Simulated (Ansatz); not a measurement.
The cluster Sn₂Cl₄⁺. Total charge 1; doublet. Geometry PBE-D4/def2-SVP, that of the neutral singlet; atoms count from 1.

Cartesian coordinates in Å:
```
Sn -0.085 -1.377 1.717
Sn -0.267 1.116 -0.996
Cl 1.526 0.552 0.954
Cl 1.336 1.052 -2.806
Cl -0.591 -1.568 -0.853
Cl -1.918 0.225 1.983
```

In the def2 sets Sn takes a core potential; there is no spin–orbit coupling. The structure comes from a short search, and lower isomers may exist.

**Question.** Estimate the Mulliken populations from the PBE0/def2-TZVP orbitals of Ansatz.

**Answer.** 
| atom | charge (e) | spin (α − β) |
| --- | --- | --- |
| Sn1 | 0.86 | 0.09 |
| Sn2 | 0.90 | 0.21 |
| Cl3 | -0.19 | 0.15 |
| Cl4 | -0.17 | 0.22 |
| Cl5 | -0.19 | 0.15 |
| Cl6 | -0.22 | 0.19 |
Mulliken values and Mayer orders depend strongly on the basis.

**Question.** Where does the spin sit?

**Answer.** Summed by element: Sn 0.30, Cl 0.70, of 1 unpaired in all. Largest on single atoms: Cl4 0.22, Sn2 0.21, Cl6 0.19.

**Question.** And the Mayer bond orders between bonded heavy atoms (over 0.3)?

**Answer.** Sn1–Cl3 0.60 (2.63 Å); Sn1–Cl5 0.60 (2.63 Å); Sn1–Cl6 0.90 (2.45 Å); Sn2–Cl3 0.57 (2.71 Å); Sn2–Cl4 1.05 (2.42 Å); Sn2–Cl5 0.57 (2.71 Å).
